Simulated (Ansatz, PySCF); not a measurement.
The pair A = CH5N (SMILES CN) (first 7 atoms), B = H4OSi (SMILES O[SiH3]); geometry from B3LYP-D3(BJ)/def2-TZVP.
(charge 0, multiplicity 1):
```xyz
13

C      0.238    -0.361    -0.120
N     -0.269     0.971     0.236
H     -0.458    -1.116     0.245
H      1.192    -0.524     0.381
H      0.381    -0.512    -1.195
H     -1.164     1.148    -0.205
H      0.366     1.696    -0.079
O     -0.510     1.011     3.012
Si    -0.073    -0.370     3.767
H     -0.443     1.050     2.025
H     -0.891    -1.538     3.336
H     -0.258    -0.171     5.221
H      1.349    -0.731     3.511
```

Correlated levels freeze the cores.

Run with Ansatz (Gaussian orbitals); PySCF for the dispersion terms. 

The monomers are drawn apart, rigid, along the line of their centres of mass. Counterpoise-corrected interaction energies (kcal/mol):

```tsv
level	R = 4.197 Å	R = 4.916 Å
PBE/def2-TZVPPD	-6.1788	-2.8887
PBE-D3(BJ)/def2-TZVPPD	-7.0352	-3.2928
wB97M-V/def2-TZVPPD	-6.4360	-3.0474
CCSD(T)/aug-cc-pV(D+d)Z	-6.2275	-2.9954
```

R is the distance of the centres of mass. Find the local exponent m of E ∝ R⁻ᵐ between the two points.


m = ln(E₁/E₂)/ln(R₂/R₁): PBE/def2-TZVPPD 4.8; PBE-D3(BJ)/def2-TZVPPD 4.8; wB97M-V/def2-TZVPPD 4.7; CCSD(T)/aug-cc-pV(D+d)Z 4.6. For scale, two fixed dipoles give m = 3, dipole and quadrupole 4, quadrupoles 5, and dispersion or dipole-induced dipole 6 at long range; at these distances several terms mix, and what is left of overlap and damping shifts m, so it need not match one of them.

Ansatz is a program for electronic structure.
